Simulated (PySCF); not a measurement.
Finite-field polarisability of In (indium, neutral)

[Kr] 4d10 5s2 5p1, 2P determinant. All numbers are calculated (PySCF 2.14, the spin-free X2C one-electron Hamiltonian (Gaussian nucleus), in x2c-TZVPPall with one added diffuse shell each of s, p, d, f type (9s7p5d3f, 76 functions)). Frozen: [Kr] 4d10. Energy changes in a uniform field (μhartree):

```
axis  F (au)        HF       MP2      CCSD   CCSD(T)
   x  0.0018   -97.823   -97.401   -96.034   -96.185
   x  0.0036  -391.740  -390.054  -384.571  -385.179
   y  0.0014  -101.501  -100.098   -99.077   -99.106
   y  0.0028  -407.489  -401.788  -397.648  -397.759
```

By symmetry the remaining axis equals x.

(1) Derive α along x at CCSD(T) from the two fields.

(2) And the mean polarisability at each level?

CCSD(T) lies more than 5 % above the reference; correlation of the frozen inner shells, absent here, would lower it, and spin-orbit coupling is absent too.

Results:

(1) With ΔE = −αF²/2 − γF⁴/24, α = −(16 ΔE(F) − ΔE(2F))/(6F²) = 59.35 bohr³.

(2) The components xx, yy, zz at CCSD(T) are 59.35, 101.0, 59.35, the third axis being equal by symmetry to one of the two computed. Means: HF 74.72, MP2 74.07, CCSD 73.17, CCSD(T) 73.24 bohr³. Reference: 65 ± 4 bohr³ (recommended; Schwerdtfeger and Nagle, table of static dipole polarizabilities (2023 update)).
